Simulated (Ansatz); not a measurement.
The same path of BH5N2 + HO (10 atoms, charge 0, multiplicity 2) was run twice with different band settings. Lost on the way: B1–H2. Made: H2–O9.

Theory: Ansatz, UKS BHLYP/def2-mTZVP.

Relaxed end points:

```xyz
10
Properties=species:S:1:pos:R:3
B -0.449 -0.070 -0.070
H -0.904 -0.364 0.994
N 0.940 0.073 -0.185
H 1.555 -0.065 0.592
H 1.413 0.317 -1.032
N -1.349 0.114 -1.131
H -2.335 0.006 -1.021
H -1.082 0.361 -2.063
O 1.311 -0.585 2.883
H 0.384 -0.586 2.599
```

```xyz
10
Properties=species:S:1:pos:R:3
B -0.521 0.020 -0.343
H -0.118 -0.265 2.184
N 0.865 0.101 -0.336
H 1.395 0.001 0.507
H 1.424 0.305 -1.145
N -1.408 0.151 -1.410
H -2.398 0.080 -1.305
H -1.125 0.331 -2.357
O 0.698 -0.329 2.686
H 0.675 -1.197 3.085
```

Common settings: movable images 9; climbing image yes; spring 5.0 eV/Å²; optimiser quadratic models (default); start path through a guess of the saddle point; iteration limit 60; end points relaxed.

| run | force threshold |
| --- | --- |
| 1 | 0.05 eV/Å |
| 2 | 0.5 eV/Å |

Q: What does each run give, and how far can it be trusted?

A: Run 1: converged after 42 iterations, highest image 0.411 eV above the first end. A vibrational analysis at the climbing image gives one clearly imaginary mode, 1498i cm⁻¹: a first-order saddle point. Another band between the same ends, with other settings, climbed to 0.187 eV only, so this may not be the lowest route.
Run 2: converged after 21 iterations, highest image 0.187 eV above the first end. The threshold of 0.5 eV/Å is loose, so the images may lie well off the minimum-energy path. The order of the stationary point at the top wasn't checked.
